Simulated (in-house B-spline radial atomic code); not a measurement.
The strontium ion Sr³⁺: [Ar] 3d10 4s2 4p5

Computed with an all-electron radial atomic-structure program (B-spline basis): Dirac-Kohn-Sham BHandHLYP, spherical fractional occupations, Fermi nucleus of rms radius 4.224 fm.

Screening seen three ways: the hydrogenic charge with the same mean radius, Z_r = [3n² - l(l+1)]/(2<r>), the one with the same energy, Z_e = n√(-2ε), and Slater's rules. Values are occupation-weighted means over j. An effective charge above Z reflects the relativistic contraction of the inner shells.

```json
{"shell": "1s", "electrons": "2", "ε (eV)": "-16102", "<r> (bohr)": "0.03915", "Z_r": "38.31", "Z_e": "34.40", "Slater": "37.70"}
{"shell": "2s", "electrons": "2", "ε (eV)": "-2241", "<r> (bohr)": "0.172", "Z_r": "34.89", "Z_e": "25.67", "Slater": "33.85"}
{"shell": "2p", "electrons": "6", "ε (eV)": "-1992.7", "<r> (bohr)": "0.1503", "Z_r": "33.28", "Z_e": "24.20", "Slater": "33.85"}
{"shell": "3s", "electrons": "2", "ε (eV)": "-387.33", "<r> (bohr)": "0.4901", "Z_r": "27.54", "Z_e": "16.01", "Slater": "26.75"}
{"shell": "3p", "electrons": "6", "ε (eV)": "-305.79", "<r> (bohr)": "0.4968", "Z_r": "25.16", "Z_e": "14.22", "Slater": "26.75"}
{"shell": "3d", "electrons": "10", "ε (eV)": "-170.73", "<r> (bohr)": "0.4965", "Z_r": "21.15", "Z_e": "10.63", "Slater": "16.85"}
{"shell": "4s", "electrons": "2", "ε (eV)": "-74.905", "<r> (bohr)": "1.329", "Z_r": "18.05", "Z_e": "9.39", "Slater": "10.60"}
{"shell": "4p", "electrons": "5", "ε (eV)": "-52.774", "<r> (bohr)": "1.501", "Z_r": "15.33", "Z_e": "7.88", "Slater": "10.60"}
```

The least bound orbital is 4p3/2 at -52.33 eV, and it is also the most diffuse (<r> = 1.51 bohr).

Spin-orbit splittings of the orbital energies (j = l + 1/2 above j = l - 1/2 when positive): 2p 68.72 eV, 3p 10.78 eV, 3d 1.879 eV, 4p 1.321 eV.

For the 1s electron the small component carries 1.91 % of the norm, the zero-frequency Breit interaction raises the level by 28.08 eV, self-energy by 15.06 eV, and vacuum polarisation lowers it by 1.623 eV.

Caution: exact exchange at fractional occupations of open shells leaves self-interaction of up to several eV.
